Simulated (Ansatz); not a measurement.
Spectroscopic constants of CaTe, multiplicity 3 (an upper state: multiplicity 1 came lower at CCSD(T)/def2-TZVPP on PBE0 minima). No spin–orbit coupling. Ca is treated without relativity.

Seven points along R, fitted to fifth degree in 1/R; most abundant isotopes. In def2 and cc sets the state is the lowest found near the PBE0 minimum, followed along R.

Run with Ansatz (Gaussian basis) for Hartree–Fock, density functionals and correlated methods. Each number belongs to the level named beside it. In def2 rows elements past Kr take small-core potentials, without spin–orbit coupling.

```
level               r_e (Å)  ω_e (cm⁻¹)  α_e (cm⁻¹)  B_e (cm⁻¹)  dipole (D)
------------------  -------  ----------  ----------  ----------  ----------
PBE/def2-TZVPP        2.929         211     0.00026      0.0643        3.75
PBE0/def2-TZVPP       2.932         215     0.00025      0.0642        3.98
wB97X-V/def2-TZVPP    2.936         219     0.00023      0.0640        4.15
CCSD/def2-TZVPP       2.984         209     0.00024      0.0620           -
CCSD(T)/def2-TZVPP    2.983         208     0.00025      0.0620           -
```

Correlated levels freeze the inner cores; with def2 sets outer-core shells near the valence are correlated too.

Ansatz is a quantum-chemistry and plane-wave program.
